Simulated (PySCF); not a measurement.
**Electron correlation in Cl⁺ (chlorine, charge +1)**

[Ne] 3s2 3p4, high-spin 3P determinant. Computed with PySCF 2.14 in aug-cc-pVQZ-DK, with the spin-free X2C one-electron Hamiltonian (Gaussian nucleus). Frozen: [Ne]; 6 electrons correlated.

```tsv
level	correlation energy (mhartree)
CCSD	-158.89
(T)	-5.24
CCSD(T)	-164.13
```

Diagnostics: T1 = 0.0089, D1 = 0.0279, largest double amplitude 0.036.

Problem. Is a single reference adequate?

Solution. Yes: T1 lies below 0.03 and no double amplitude reaches 0.07.
